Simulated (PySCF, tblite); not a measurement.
Parent: `[CH3:1][S:2][c:3]1[cH:4][n:5][cH:6][n:7][n:8]1` with C1–S2–C3–C4 180°, C4H5N3S.

Computed geometry: GFN2-xTB, gas phase. One conformer each, not checked by frequencies here.

```
coordinate of the parent    value
                   C1–S2  1.813 Å
                   S2–C3  1.736 Å
                   C3–C4  1.411 Å
                   C4–N5  1.308 Å
                   N5–C6  1.338 Å
                   C6–N7  1.312 Å
                   N7–N8  1.304 Å
                   C3–N8  1.328 Å
                C1–S2–C3   100.0°
                S2–C3–C4   121.1°
                S2–C3–N8   118.8°
                C4–C3–N8   120.2°
                C3–C4–N5   119.9°
                C4–N5–C6   115.8°
                N5–C6–N7   125.6°
                C6–N7–N8   119.4°
                C3–N8–N7   119.1°
```

Question: How does the shared frame change in `[CH3:1][CH:2]([CH3:3])[c:4]1[cH:5][n:6][cH:7][n:8][n:9]1` with C1–C2–C4–C5 118°, C6H9N3? Atoms pair as C3 = C4, C4 = C5, N5 = N6, C6 = C7, N7 = N8, N8 = N9 (parent first).

Answer: 
| parent | relative | value in the relative | change |
| --- | --- | --- | --- |
| C3–C4 | C4–C5 | 1.402 Å | -0.009 |
| C4–N5 | C5–N6 | 1.317 Å | +0.009 |
| N5–C6 | N6–C7 | 1.330 Å | -0.008 |
| C6–N7 | C7–N8 | 1.316 Å | +0.004 |
| N7–N8 | N8–N9 | 1.301 Å | -0.003 |
| C3–N8 | C4–N9 | 1.327 Å | -0.001 |
| C4–C3–N8 | C5–C4–N9 | 119.1° | -1.1 |
| C3–C4–N5 | C4–C5–N6 | 120.8° | +0.9 |
| C4–N5–C6 | C5–N6–C7 | 115.4° | -0.4 |
| N5–C6–N7 | N6–C7–N8 | 125.6° | 0.0 |
| C6–N7–N8 | C7–N8–N9 | 119.1° | -0.3 |
| C3–N8–N7 | C4–N9–N8 | 120.1° | +1.0 |

Of the parent's bonds, C3–C4, C4–N5 and N5–C6 change most and about equally (-0.009 to +0.009 Å). Bonds of the relative outside the shared frame: C1–C2 1.530, C2–C3 1.530, C2–C4 1.500 Å.

Question: How does the shared frame change in `[CH3:1][S:2][c:3]1[cH:4][n:5][c:6]([CH:7]=[O:8])[n:9][n:10]1` with C1–S2–C3–C4 180°, N5–C6–C7–O8 180°, C5H5N3OS? Atoms pair as C1 = C1, S2 = S2, C3 = C3, C4 = C4, N5 = N5, C6 = C6, N7 = N9, N8 = N10 (parent first).

Answer: 
```json
{"parent": "C1–S2", "relative": "C1–S2", "value in the relative": "1.813 Å", "change": "0.000"}
{"parent": "S2–C3", "relative": "S2–C3", "value in the relative": "1.727 Å", "change": "-0.009"}
{"parent": "C3–C4", "relative": "C3–C4", "value in the relative": "1.414 Å", "change": "+0.003"}
{"parent": "C4–N5", "relative": "C4–N5", "value in the relative": "1.304 Å", "change": "-0.004"}
{"parent": "N5–C6", "relative": "N5–C6", "value in the relative": "1.349 Å", "change": "+0.011"}
{"parent": "C6–N7", "relative": "C6–N9", "value in the relative": "1.322 Å", "change": "+0.010"}
{"parent": "N7–N8", "relative": "N9–N10", "value in the relative": "1.293 Å", "change": "-0.011"}
{"parent": "C3–N8", "relative": "C3–N10", "value in the relative": "1.334 Å", "change": "+0.006"}
{"parent": "C1–S2–C3", "relative": "C1–S2–C3", "value in the relative": "100.3°", "change": "+0.3"}
{"parent": "S2–C3–C4", "relative": "S2–C3–C4", "value in the relative": "121.4°", "change": "+0.3"}
{"parent": "S2–C3–N8", "relative": "S2–C3–N10", "value in the relative": "118.7°", "change": "-0.1"}
{"parent": "C4–C3–N8", "relative": "C4–C3–N10", "value in the relative": "119.9°", "change": "-0.3"}
{"parent": "C3–C4–N5", "relative": "C3–C4–N5", "value in the relative": "119.9°", "change": "0.0"}
{"parent": "C4–N5–C6", "relative": "C4–N5–C6", "value in the relative": "116.4°", "change": "+0.6"}
{"parent": "N5–C6–N7", "relative": "N5–C6–N9", "value in the relative": "124.3°", "change": "-1.3"}
{"parent": "C6–N7–N8", "relative": "C6–N9–N10", "value in the relative": "120.0°", "change": "+0.6"}
{"parent": "C3–N8–N7", "relative": "C3–N10–N9", "value in the relative": "119.4°", "change": "+0.3"}
```

Of the parent's bonds, N5–C6, C6–N7 and N7–N8 change most and about equally (-0.011 to +0.011 Å). Bonds of the relative outside the shared frame: C6–C7 1.481, C7=O8 1.198 Å. Point group Cs → Cs.
